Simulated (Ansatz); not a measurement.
Consider the formal exchange of groups at a Ge–H bond: `[CH3][GeH3]` + `COCC=O` → `[CH3][GeH2][CH]=O` + dimethyl ether.

Computed with Ansatz on PBE0-D4/def2-TZVP structures; ΔE is electronic, products minus reactants. CCSD(T)/CBS adds triple-zeta CCSD(T) − MP2 to the extrapolated MP2 energy (def2 sets, frozen cores). DFT in def2-TZVPP. For Ge outer-core shells are correlated without core-valence functions, which leaves a few kJ/mol of doubt a bond. Scalar relativity is left out up to krypton. One conformer a species, not always the lowest.

`[CH3][GeH3]`:

Z-matrix (Å, degrees):
```
C
Ge 1 1.953
H 1 1.091 2 110.3
H 1 1.090 2 110.3 3 120.0
H 1 1.090 2 110.3 3 -120.0
H 2 1.539 1 110.4 3 -59.8
H 2 1.539 1 110.4 3 60.2
H 2 1.539 1 110.4 3 -179.8
```

`COCC=O`:

```xyz
11

C    -0.602    0.017    1.403
O     0.677   -0.133    0.837
C     0.751    0.381   -0.459
C     0.104   -0.523   -1.486
O    -0.194   -0.174   -2.592
H    -0.878    1.077    1.481
H    -1.375   -0.499    0.818
H    -0.569   -0.418    2.401
H     0.319    1.389   -0.542
H     1.812    0.454   -0.722
H    -0.045   -1.570   -1.139
```

`[CH3][GeH2][CH]=O`:

Cartesian coordinates in Å:
```
C 0.514 1.406 0.045
Ge 0.482 -0.497 -0.352
C -1.235 -1.258 0.353
O -2.049 -0.573 0.911
H 1.434 1.861 -0.322
H -0.339 1.895 -0.427
H 0.445 1.558 1.122
H 0.536 -0.784 -1.866
H 1.643 -1.259 0.317
H -1.430 -2.349 0.219
```

`COC`:

```xyz
9

C     0.177   -0.469   -1.047
O    -0.381    0.629   -0.385
C    -0.221    0.543    1.002
H     1.257   -0.549   -0.860
H     0.014   -0.330   -2.116
H    -0.297   -1.412   -0.736
H     0.841    0.512    1.286
H    -0.678    1.428    1.445
H    -0.712   -0.352    1.411
```

```
          level  ΔE (kJ/mol)
      r2SCAN-D4         12.1
        ωB97M-V         13.7
           PBE0         13.3
CCSD/def2-TZVPP         12.2
  HF/def2-QZVPP         20.3
 MP2/def2-QZVPP         11.1
   HF/CBS(def2)         20.4
  MP2/CBS(def2)         11.1
```

Problem. What does CCSD(T)/CBS give? (An estimate is asked.)

Solution. Computed: +11.5 kJ/mol. The listed levels differ from it by 0.6, 2.2, 1.8, 0.7, 8.8, -0.4, 8.9, -0.4 kJ/mol.

Largest T1 diagnostic among the species: 0.013.

From PBE to PBE0 (25 % exact exchange), in def2-TZVPP and without D4, ΔE moves by +5.2 kJ/mol. In def2-TZVPP, CCSD(T) changes the Hartree–Fock value by −8.7 kJ/mol (the triples alone add −1.1 kJ/mol) and MP2 by −9.1 kJ/mol.
